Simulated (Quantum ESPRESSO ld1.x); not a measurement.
The run below uses ld1.x (Quantum ESPRESSO 7.5).

```
 &input
    zed=43.0,
    iswitch=1,
    rel=1,
    lsd=1,
    dft='PZ',
    config='[Ne] 3s2 3p4',
    verbosity='high',
    prefix='ld1',
    max_out_wfc=37,
    file_charge='ld1.rho',
 /
```

Standard output:

```
     Program LD1 v.7.5 starts

     --------------------------- All-electron run ----------------------------

     scalar relativistic calculation

     atomic number is 43.00
     dft =PZ   lsd =1 sic =0 latt =0  beta=0.20 tr2=1.0E-14
     Exchange-correlation= PZ
                           (   1   1   0   0   0   0   0)
     mesh =2047 r(mesh) = 100.16310 a.u. xmin = -8.00 dx = 0.00800
     1 Ry =  13.60569312 eV, c = 137.03599908

     n l     nl                  e(Ry)          e(Ha)          e(eV)
     1 0     1S 1( 1.00)   -1627.265183939    -813.632591969 -22140.0707224
     2 0     2S 1( 1.00)    -311.279610489    -155.639805244  -4235.1748558
     2 1     2P 1( 3.00)    -289.252473652    -144.626236826  -3935.4803916
     3 0     3S 1( 1.00)    -114.669250507     -57.334625253  -1560.1546330
     3 1     3P 1( 3.00)    -107.607333146     -53.803666573  -1464.0723526
     1 0     1S 2( 1.00)   -1626.998336603    -813.499168302 -22136.4400794
     2 0     2S 2( 1.00)    -311.042184119    -155.521092059  -4231.9445054
     2 1     2P 2( 3.00)    -288.963094343    -144.481547171  -3931.5431855
     3 0     3S 2( 1.00)    -113.971556225     -56.985778112  -1550.6620187
     3 1     3P 2( 1.00)    -106.901351400     -53.450675700  -1454.4669816

     final scf error:  2.9E-15 reached in  15 iterations

     Etot =   -7551.815120 Ry,   -3775.907560 Ha, -102747.679041 eV
     Total magnetization:    2.00 Bohr mag.

     Ekin =    7828.307697 Ry,    3914.153848 Ha,  106509.552191 eV
     Encl =  -16552.202539 Ry,   -8276.101270 Ha, -225204.188261 eV
     Eh   =    1335.927938 Ry,     667.963969 Ha,   18176.225553 eV
     Exc  =    -163.848214 Ry,     -81.924107 Ha,   -2229.268525 eV

     normalization and overlap integrals

     s(1S/1S) =  1.000000  <r> =   0.0343  <r2> =    0.0016  r(max) =   0.0223
     s(1S/2S) = -0.009576
     s(1S/3S) = -0.004437
     s(2S/2S) =  1.000000  <r> =   0.1481  <r2> =    0.0258  r(max) =   0.1258
     s(2S/3S) = -0.002699
     s(2P/2P) =  1.000000  <r> =   0.1288  <r2> =    0.0202  r(max) =   0.1005
     s(2P/3P) = -0.002239
     s(3S/3S) =  1.000000  <r> =   0.3688  <r2> =    0.1547  r(max) =   0.3474
     s(3P/3P) =  1.000000  <r> =   0.3587  <r2> =    0.1483  r(max) =   0.3338
     s(1S/1S) =  1.000000  <r> =   0.0343  <r2> =    0.0016  r(max) =   0.0223
     s(1S/2S) = -0.009578
     s(1S/3S) = -0.004428
     s(2S/2S) =  1.000000  <r> =   0.1481  <r2> =    0.0258  r(max) =   0.1258
     s(2S/3S) = -0.002695
     s(2P/2P) =  1.000000  <r> =   0.1288  <r2> =    0.0202  r(max) =   0.1005
     s(2P/3P) = -0.002236
     s(3S/3S) =  1.000000  <r> =   0.3694  <r2> =    0.1551  r(max) =   0.3474
     s(3P/3P) =  1.000000  <r> =   0.3593  <r2> =    0.1488  r(max) =   0.3338

     ------------------------ End of All-electron run ------------------------
```

Run on one thread of a shared host, so times are rough (Intel(R) Xeon(R) Processor @ 2.60GHz): 0.38 s of CPU time, 1.2 s wall, 15 iterations on 2047 mesh points.
